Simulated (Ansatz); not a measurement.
Reaction (formal exchange of groups at a Ge–O bond): `[BH2][GeH2][O][SiH2]F` + `C[SiH3]` → `[BH2][GeH2][CH2][SiH3]` + `O[SiH2]F`

Isolated molecules relaxed with PBE0-D4/def2-TZVP in Ansatz; ΔE leaves out vibrations. CBS: MP2 limit from def2 TZ/QZ plus the TZ coupled-cluster correction, frozen cores. This one scheme is used for every species. For Ge outer-core shells are correlated without core-valence functions, which leaves a few kJ/mol of doubt a bond. Scalar relativity is left out up to krypton. One conformer a species, not always the lowest.

```tsv
species	SCS-MP2/def2-QZVPP energy (Eh)
`[BH2][GeH2][O][SiH2]F`	-2568.29611
`C[SiH3]`	-330.69024
`[BH2][GeH2][CH2][SiH3]`	-2433.08504
`O[SiH2]F`	-465.88194
```

Work out ΔE.

ΔE = (-2433.08504) + (-465.88194) − (-2568.29611) − (-330.69024) = 0.01937 Eh = +50.9 kJ/mol. CCSD(T)/CBS gives +43.7 kJ/mol.

Largest T1 diagnostic among the species: 0.012.

The D4 term adds −4.4 kJ/mol with B3LYP and −2.4 kJ/mol with PBE0; it sums over pairs of atoms, weighted by their polarisabilities, and B3LYP, whose exchange is more repulsive, gets the larger term. In def2-TZVPP, CCSD(T) changes the Hartree–Fock value by −27.4 kJ/mol (the triples alone add −3.1 kJ/mol) and MP2 by −30.1 kJ/mol.

B3LYP here is the variant with VWN-RPA as its local correlation; programs differ in this.
